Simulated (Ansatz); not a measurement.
The cluster Cs₄Cl₄ (the lowest singlet isomer of a short search), 8 atoms. Hardware: 4 threads of Arm Neoverse N1 on a shared host.

In the def2 sets Cs takes a core potential; there is no spin–orbit coupling.

(1) How many basis functions does each of these Ansatz runs have, and roughly what does it cost? PBE0-D4/def2-TZVP, charge 0 unrestricted singlet, energy, from earlier orbitals; LC-ωPBE/def2-TZVP, charge 0 quintet, energy, from earlier orbitals; PBE with 10 % exact exchange/def2-SVP, charge 0 triplet, energy, from earlier orbitals; PBE with 10 % exact exchange/def2-SVP, charge 0 singlet, energy, from earlier orbitals; PBE0-D4/def2-SVP, charge 0 singlet, relaxation, 4 steps; r2SCAN-D4/def2-TZVP, charge 0 unrestricted singlet, energy, from earlier orbitals; PBE with 10 % exact exchange/def2-SVP, charge 0 quintet, energy, from earlier orbitals; PBE0-D4/def2-SVP, charge 0 singlet, energy, from earlier orbitals; PBE with 15 % exact exchange/def2-SVP, charge 0 singlet, energy, from earlier orbitals; PBE with 40 % exact exchange/def2-SVP, charge 0 quintet, energy, from earlier orbitals; PBE-D4/def2-TZVP, charge 0 quintet, energy, from earlier orbitals; PBE with 40 % exact exchange/def2-SVP, charge 0 triplet, energy, from earlier orbitals.

Answers

(1) Other jobs shared the machine, so times can vary by a factor of up to 3. A dash marks memory too small to be measured apart from the calling script's.

```tsv
run	functions	fitting or Cholesky vectors	wall time	peak host memory (GiB)
PBE with 10 % exact exchange/def2-SVP, charge 0 singlet, energy, from earlier orbitals	168	1558	11 s	–
PBE with 15 % exact exchange/def2-SVP, charge 0 singlet, energy, from earlier orbitals	168	1558	11 s	–
PBE0-D4/def2-SVP, charge 0 singlet, energy, from earlier orbitals	168	1558	11 s	–
PBE with 10 % exact exchange/def2-SVP, charge 0 triplet, energy, from earlier orbitals	168	1551	25 s	0.87
PBE with 10 % exact exchange/def2-SVP, charge 0 quintet, energy, from earlier orbitals	168	1542	27 s	0.87
PBE-D4/def2-TZVP, charge 0 quintet, energy, from earlier orbitals	264	2296	28 s	0.78
PBE with 40 % exact exchange/def2-SVP, charge 0 triplet, energy, from earlier orbitals	168	1551	33 s	0.87
PBE0-D4/def2-SVP, charge 0 singlet, relaxation, 4 steps	168	1682	36 s	–
PBE with 40 % exact exchange/def2-SVP, charge 0 quintet, energy, from earlier orbitals	168	1542	45 s	0.97
PBE0-D4/def2-TZVP, charge 0 unrestricted singlet, energy, from earlier orbitals	264	2344	46 s	1.7
r2SCAN-D4/def2-TZVP, charge 0 unrestricted singlet, energy, from earlier orbitals	264	2296	51 s	1
LC-ωPBE/def2-TZVP, charge 0 quintet, energy, from earlier orbitals	264	2296	64 s	1.5
```
